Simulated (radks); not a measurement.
Values are calculated unless marked as measured or tabulated.
Q: Coulomb parameter of the 3d shell of the titanium ion Ti+ in the model configuration [Ar] 3d2 4s1, as a second difference U = [E(n + 0.5) + E(n - 0.5) - 2 E(n)] / (0.5)^2 with all orbitals relaxed. "Bare": the charge of the atom changes with n. "Screened": the 4s shell takes up the change at fixed total charge, which measures U(3d,3d) + U(4s,4s) - 2 U(3d,4s). Level of theory: Dirac Kohn-Sham, PBE, spin-unpolarised, spherical densities, finite nucleus; open shells are shared between the two j in proportion to 2j + 1; Fermi nuclear charge, rms radius 3.5921 fm (a radial shooting solver on a logarithmic mesh with Libxc functionals). Estimate both.

A: U(bare) = 11.665 eV, U(screened by 4s) = 2.442 eV.
